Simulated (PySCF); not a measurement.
C4H5Br, SMILES BrCC=C=C. Atoms are numbered in the order given.

```xyz
10

C      3.4300    -0.2371     0.7513
C      2.2103    -0.6457     0.5110
C      0.9802    -1.0519     0.2803
C     -0.2198    -0.3955     0.8666
Br    -1.3222     0.4782    -0.5341
H      3.9169     0.5040     0.1058
H      4.0058    -0.6232     1.6009
H      0.8112    -1.9134    -0.3803
H     -0.9035    -1.1170     1.3333
H      0.0416     0.3949     1.5804
```
Charge 0, spin multiplicity 1.

Geometry optimised at r2SCAN-D4/def2-SVP. Other conformers were not sampled.

Two levels are set side by side: PBE/pcSseg-1 (PySCF) and B3LYP/pcSseg-1 (PySCF). GIAO shifts against TMS (¹H), TMS (¹³C) at the same level; non-relativistic, no solvent, atoms listed together averaged. Without spin–orbit terms, shifts of atoms bonded to Cl or Br come out too high at both levels. Differences are taken from unrounded values.

| quantity | B3LYP |
|---|---|
| δ(¹³C) of C1 (ppm) | 83.2 |
| δ(¹³C) of C2 (ppm) | 230.0 |
| δ(¹³C) of C3 (ppm) | 99.8 |
| δ(¹³C) of C4 (ppm) | 48.5 |
| δ(¹H) of H6, H7 (ppm) | 5.39 |
| δ(¹H) of H8 (ppm) | 5.81 |

Task: What does PBE give, and how far is it from B3LYP? (The exact figures need the calculation; the answer reports its results.)

Result: 
```csv
quantity,PBE,PBE minus B3LYP
δ(¹³C) of C1 (ppm),81.8,-1.4
δ(¹³C) of C2 (ppm),224.0,-6.0
δ(¹³C) of C3 (ppm),98.1,-1.7
δ(¹³C) of C4 (ppm),48.9,0.4
"δ(¹H) of H6, H7 (ppm)",5.40,0.01
δ(¹H) of H8 (ppm),5.83,0.02
```

Rough cost on one machine, each run with all the roots and properties that it gave: B3LYP against PBE within a factor of 2.
